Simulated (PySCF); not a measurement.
PySCF input (HF/def2-TZVPD):

```python
from pyscf import gto, scf, dft

mol = gto.M(
    atom='''
    Si   -0.00674366   -0.19492723    0.00764285
    Cl    2.30743074    0.06672930    0.07200120
    Cl   -2.29751271    0.21995399   -0.08324168
    H    -0.07602845   -1.02381537    1.24471350
    H     0.00183316   -1.12081928   -1.16062514
    ''',
    basis='def2-tzvpd',
    charge=-1,
    spin=1,
    verbose=4,
)

mf = scf.UHF(mol).density_fit(auxbasis='def2-universal-jkfit')
mf.conv_tol = 1e-9
mf.max_cycle = 100
mf.max_memory = 1500
mf.kernel()
if not mf.converged:
    mf = mf.newton()
    mf.kernel(mf.make_rdm1())
for _ in range(2):
    mo, _, stable, _ = mf.stability(return_status=True)
    if stable:
        break
    mf.kernel(mf.make_rdm1(mo, mf.mo_occ))
mf.analyze()
```

Output:

```
PySCF version 2.14.0

[INPUT] verbose = 4
[INPUT] num. atoms = 5
[INPUT] num. electrons = 51
[INPUT] charge = -1
[INPUT] spin (= nelec alpha-beta = 2S) = 1
[INPUT] symmetry False subgroup None
[INPUT] Mole.unit = angstrom
[INPUT] Symbol           X                Y                Z      unit          X                Y                Z       unit  Magmom
[INPUT]  1 Si    -0.006743660000  -0.194927230000   0.007642850000 AA   -0.012743670477  -0.368359078920   0.014442893311 Bohr   0.0
[INPUT]  2 Cl     2.307430740000   0.066729300000   0.072001200000 AA    4.360412150002   0.126100101484   0.136062548640 Bohr   0.0
[INPUT]  3 Cl    -2.297512710000   0.219953990000  -0.083241680000 AA   -4.341669789607   0.415652801105  -0.157303977349 Bohr   0.0
[INPUT]  4 H     -0.076028450000  -1.023815370000   1.244713500000 AA   -0.143672948175  -1.934730651420   2.352167618549 Bohr   0.0
[INPUT]  5 H      0.001833160000  -1.120819280000  -1.160625140000 AA    0.003464170343  -2.118041474332  -2.193263647885 Bohr   0.0

nuclear repulsion = 163.97950364049
number of shells = 57
number of NR pGTOs = 235
number of NR cGTOs = 153
basis = def2-tzvpd
ecp = {}

******** <class 'pyscf.df.df_jk.DFUHF'> ********
method = DFUHF
initial guess = minao
damping factor = 0
level_shift factor = 0
DIIS = <class 'pyscf.scf.diis.CDIIS'>
diis_start_cycle = 1
diis_space = 8
diis_damp = 0
SCF conv_tol = 1e-09
SCF conv_tol_grad = None
SCF max_cycles = 100
direct_scf = False
number electrons alpha = 26  beta = 25
Set gradient conv threshold to 3.16228e-05
******** <class 'pyscf.df.df.DF'> ********
auxbasis = def2-universal-jkfit
init E= -1208.80922285049
  alpha nocc = 26  HOMO = -0.113350966297311  LUMO = 0.0515012815613912
  beta  nocc = 25  HOMO = -0.354590105874848  LUMO = -0.113350966297311

WARN: HOMO -0.113350966297311 >= LUMO -0.113350966297311

cycle= 1 E= -1209.17009151648  delta_E= -0.361  |g|= 0.261  |ddm|= 1.15
  alpha nocc = 26  HOMO = -0.104452141804728  LUMO = 0.187367020216006
  beta  nocc = 25  HOMO = -0.204305307006807  LUMO = 0.169211702292027
  HOMO = -0.104452141805  LUMO = 0.169211702292  gap/eV = 7.44677
cycle= 2 E= -1209.21646554902  delta_E= -0.0464  |g|= 0.13  |ddm|= 0.478
  alpha nocc = 26  HOMO = -0.111960851073611  LUMO = 0.183440640741335
  beta  nocc = 25  HOMO = -0.235372375596649  LUMO = 0.168681551691996
  HOMO = -0.111960851074  LUMO = 0.168681551692  gap/eV = 7.63667
cycle= 3 E= -1209.22537580645  delta_E= -0.00891  |g|= 0.0305  |ddm|= 0.133
  alpha nocc = 26  HOMO = -0.125619160293166  LUMO = 0.183794387282293
  beta  nocc = 25  HOMO = -0.240530908808185  LUMO = 0.168966872522332
  HOMO = -0.125619160293  LUMO = 0.168966872522  gap/eV = 8.01609
cycle= 4 E= -1209.22698703842  delta_E= -0.00161  |g|= 0.0109  |ddm|= 0.0667
  alpha nocc = 26  HOMO = -0.127676222249651  LUMO = 0.183834789381235
[...]
  beta  nocc = 25  HOMO = -0.239233981345142  LUMO = 0.169308248671716
  HOMO = -0.129011185243  LUMO = 0.169308248672  gap/eV = 8.11769
Extra cycle  E= -1209.22728969423  delta_E= -1.73e-11  |g|= 2.05e-06  |ddm|= 7.03e-06
converged SCF energy = -1209.22728969423  <S^2> = 0.75765111  2S+1 = 2.0076365
uhf_internal: lowest eigs of H = [0.30919708 0.32487456 0.36711532]
<class 'pyscf.df.df_jk.DFUHF'> wavefunction is stable in the internal stability analysis
**** SCF Summaries ****
Total Energy =                       -1209.227289694230194
Nuclear Repulsion Energy =             163.979503640489639
One-electron Energy =                -2010.476820002578279
Two-electron Energy =                  637.270026667858474
Two-electron Coulomb Energy =          713.719062748847591
DFT Exchange-Correlation Energy =      -76.449036080989117
HOMO-LUMO gap [eV] =                     8.117685273529368
**** MO energy ****
                             alpha | beta                alpha | beta
MO #1   energy= -104.615676844774  | -104.613710266922  occ= 1 | 1
MO #2   energy= -104.615674729956  | -104.613708182652  occ= 1 | 1
MO #3   energy= -68.6476685384504  | -68.6404572278582  occ= 1 | 1
MO #4   energy= -10.3442730591724  | -10.3422099633025  occ= 1 | 1
MO #5   energy= -10.3442713747717  | -10.3422096982822  occ= 1 | 1
MO #6   energy= -7.81297445108811  | -7.80869547200269  occ= 1 | 1
MO #7   energy= -7.81297328572371  | -7.80869371655471  occ= 1 | 1
MO #8   energy= -7.80988239707153  | -7.80858297585396  occ= 1 | 1
MO #9   energy= -7.80988152631688  | -7.80858227083102  occ= 1 | 1
MO #10  energy= -7.80979322414037  | -7.80627506332347  occ= 1 | 1
MO #11  energy= -7.8097927624298   | -7.80627437810726  occ= 1 | 1
MO #12  energy= -5.99133524495693  | -5.97984753607716  occ= 1 | 1
MO #13  energy= -4.10022761913918  | -4.08942761153262  occ= 1 | 1
MO #14  energy= -4.09382585756924  | -4.08780615884352  occ= 1 | 1
MO #15  energy= -4.0931957060185   | -4.08039849593978  occ= 1 | 1
MO #16  energy= -0.876295686714036 | -0.861368653729438 occ= 1 | 1
MO #17  energy= -0.87029479094938  | -0.856419080148994 occ= 1 | 1
MO #18  energy= -0.536560691208358 | -0.502608536079272 occ= 1 | 1
MO #19  energy= -0.343799451632296 | -0.337449787433692 occ= 1 | 1
MO #20  energy= -0.332603674279222 | -0.313707137905541 occ= 1 | 1
MO #21  energy= -0.316589005899355 | -0.272995989380277 occ= 1 | 1
MO #22  energy= -0.27052636578477  | -0.264292075867992 occ= 1 | 1
MO #23  energy= -0.267538048525704 | -0.257048519652869 occ= 1 | 1
MO #24  energy= -0.251272194479948 | -0.246080067366747 occ= 1 | 1
MO #25  energy= -0.242745368927969 | -0.239233981345142 occ= 1 | 1
MO #26  energy= -0.1290111852433   | 0.169308248671716  occ= 1 | 0
MO #27  energy= 0.172483470082984  | 0.183898629908117  occ= 0 | 0
MO #28  energy= 0.183203036025067  | 0.20692951597435   occ= 0 | 0
MO #29  energy= 0.209397094325182  | 0.209864163043724  occ= 0 | 0
MO #30  energy= 0.209696375614457  | 0.212195311916497  occ= 0 | 0
MO #31  energy= 0.211746654387636  | 0.215782206263701  occ= 0 | 0
MO #32  energy= 0.215448363285392  | 0.225036938185039  occ= 0 | 0
MO #33  energy= 0.225466033947036  | 0.237735004435059  occ= 0 | 0
MO #34  energy= 0.260978922231536  | 0.274764110260918  occ= 0 | 0
MO #35  energy= 0.276145163612823  | 0.284167292779575  occ= 0 | 0
MO #36  energy= 0.315990452160248  | 0.318608378795002  occ= 0 | 0
MO #37  energy= 0.339653655178007  | 0.346947336732061  occ= 0 | 0
MO #38  energy= 0.361712144251565  | 0.381799385142154  occ= 0 | 0
MO #39  energy= 0.383377173034079  | 0.384078315875401  occ= 0 | 0
MO #40  energy= 0.385501494505391  | 0.387920868859959  occ= 0 | 0
MO #41  energy= 0.400164449142365  | 0.406604447271554  occ= 0 | 0
MO #42  energy= 0.405003550239778  | 0.418279957090513  occ= 0 | 0
MO #43  energy= 0.413118794053307  | 0.418879875970464  occ= 0 | 0
MO #44  energy= 0.415248341591874  | 0.435247561556987  occ= 0 | 0
MO #45  energy= 0.442622269091301  | 0.446088130488189  occ= 0 | 0
MO #46  energy= 0.445645212470548  | 0.448224212721242  occ= 0 | 0
MO #47  energy= 0.448533074522429  | 0.45161949570539   occ= 0 | 0
MO #48  energy= 0.477504428487177  | 0.481440756575401  occ= 0 | 0
MO #49  energy= 0.480450838323826  | 0.48714126085727   occ= 0 | 0
MO #50  energy= 0.484577647234967  | 0.494620161312396  occ= 0 | 0
MO #51  energy= 0.487539788614956  | 0.494895557368153  occ= 0 | 0
MO #52  energy= 0.498784446259233  | 0.504280035040098  occ= 0 | 0
MO #53  energy= 0.501022218138197  | 0.51317775272343   occ= 0 | 0
MO #54  energy= 0.511381522910498  | 0.515927484475924  occ= 0 | 0
MO #55  energy= 0.531539810521825  | 0.537055304236359  occ= 0 | 0
MO #56  energy= 0.53568478400612   | 0.539681007075152  occ= 0 | 0
MO #57  energy= 0.570831749769557  | 0.579359876908025  occ= 0 | 0
MO #58  energy= 0.607723996193758  | 0.608434909722839  occ= 0 | 0
MO #59  energy= 0.615644281045998  | 0.619546658031515  occ= 0 | 0
MO #60  energy= 0.643404214930065  | 0.651318924224483  occ= 0 | 0
MO #61  energy= 0.684238798504763  | 0.703078780434151  occ= 0 | 0
MO #62  energy= 0.692726154292609  | 0.707684712879625  occ= 0 | 0
MO #63  energy= 0.705916823796526  | 0.709880657129936  occ= 0 | 0
MO #64  energy= 0.709698825377284  | 0.722942076668753  occ= 0 | 0
MO #65  energy= 0.711153800788413  | 0.726903088864544  occ= 0 | 0
MO #66  energy= 0.74205112686793   | 0.747601732276532  occ= 0 | 0
MO #67  energy= 0.757544970923156  | 0.776774265330701  occ= 0 | 0
MO #68  energy= 0.800529090322932  | 0.822981468392914  occ= 0 | 0
MO #69  energy= 0.869084207745678  | 0.872176390151463  occ= 0 | 0
MO #70  energy= 0.894557902683017  | 0.912232457548349  occ= 0 | 0
MO #71  energy= 0.943149239518632  | 0.946626080480815  occ= 0 | 0
MO #72  energy= 0.957977825878305  | 0.963443548441984  occ= 0 | 0
MO #73  energy= 0.95849097913784   | 0.971262804183378  occ= 0 | 0
MO #74  energy= 0.988318469342407  | 0.992361829925938  occ= 0 | 0
MO #75  energy= 0.993134285863488  | 1.00178044377031   occ= 0 | 0
MO #76  energy= 1.00120853002728   | 1.0024507697092    occ= 0 | 0
MO #77  energy= 1.0012095141654    | 1.00362502765339   occ= 0 | 0
MO #78  energy= 1.00879097802678   | 1.01362070509456   occ= 0 | 0
MO #79  energy= 1.01552071638554   | 1.02360814731026   occ= 0 | 0
MO #80  energy= 1.02087871002812   | 1.03288806928315   occ= 0 | 0
MO #81  energy= 1.0629749526086    | 1.07219387710734   occ= 0 | 0
MO #82  energy= 1.07301426175344   | 1.07891585741146   occ= 0 | 0
MO #83  energy= 1.09089759372325   | 1.09669473502318   occ= 0 | 0
MO #84  energy= 1.10137611292968   | 1.11407662225845   occ= 0 | 0
MO #85  energy= 1.12901825298244   | 1.13841814063228   occ= 0 | 0
MO #86  energy= 1.17682915723579   | 1.18384286205927   occ= 0 | 0
MO #87  energy= 1.40958513971108   | 1.42973107684308   occ= 0 | 0
MO #88  energy= 1.41111223032775   | 1.43170247191163   occ= 0 | 0
MO #89  energy= 1.4336566909298    | 1.44946477367467   occ= 0 | 0
MO #90  energy= 1.4815448601303    | 1.49342970378833   occ= 0 | 0
MO #91  energy= 1.51078651382991   | 1.51758722142199   occ= 0 | 0
MO #92  energy= 1.5258459091394    | 1.54650883074801   occ= 0 | 0
MO #93  energy= 1.55640898935037   | 1.56669592473383   occ= 0 | 0
MO #94  energy= 1.56010244368846   | 1.58358141131197   occ= 0 | 0
MO #95  energy= 1.57477615598825   | 1.58630074841456   occ= 0 | 0
MO #96  energy= 1.59356310254712   | 1.59857770706472   occ= 0 | 0
MO #97  energy= 1.65114716779818   | 1.66309007639228   occ= 0 | 0
MO #98  energy= 1.65242822280148   | 1.67111302047106   occ= 0 | 0
MO #99  energy= 1.66765776568689   | 1.67450048696312   occ= 0 | 0
MO #100 energy= 1.82813711915931   | 1.85102304001648   occ= 0 | 0
MO #101 energy= 1.91571808154138   | 1.92630504820924   occ= 0 | 0
MO #102 energy= 1.97541457083315   | 1.99135143116221   occ= 0 | 0
MO #103 energy= 2.23435102706141   | 2.24160211019487   occ= 0 | 0
MO #104 energy= 2.30448673957064   | 2.30763870948983   occ= 0 | 0
[...]
```
